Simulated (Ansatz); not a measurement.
BrH3OSn (`[OH][SnH2][Br]`), relaxed with RKS PBE-D4/def2-SVP in Ansatz 0.2.0 from a rough embedded geometry. The force threshold is 0.03 eV/Å; the program also tests the step.

Total charge 0; spin multiplicity 1. Sn takes the def2 core potential.

Start:

```xyz
6

O    -1.114    1.094   -0.373
Sn    0.242   -0.226    0.131
Br    0.242   -0.370    2.619
H    -1.033    1.043   -1.387
H    -0.172   -1.799   -0.549
H     1.834    0.259   -0.442
```

Task: By how much does the energy fall, and how many steps does the optimiser take? (Estimate.)

Result: Computed: 6.04 kcal/mol, in 21 steps, 4 of them rejected.

Task: Which bonds change most? (Best estimate.)

Result: Ansatz gave: O1–Sn2 from 1.958 to 2.003 Å; Sn2–H6 from 1.760 to 1.718 Å; O1–H4 from 1.018 to 0.977 Å; Sn2–H5 from 1.763 to 1.729 Å.

Task: Give the relaxed structure. (Estimate.)

Result: Computed: 
```xyz
6

O    -0.676    1.170   -0.867
Sn    0.406   -0.284   -0.014
Br   -0.065   -0.299    2.466
H    -1.629    1.031   -0.705
H    -0.062   -1.840   -0.602
H     2.026    0.222   -0.278
```
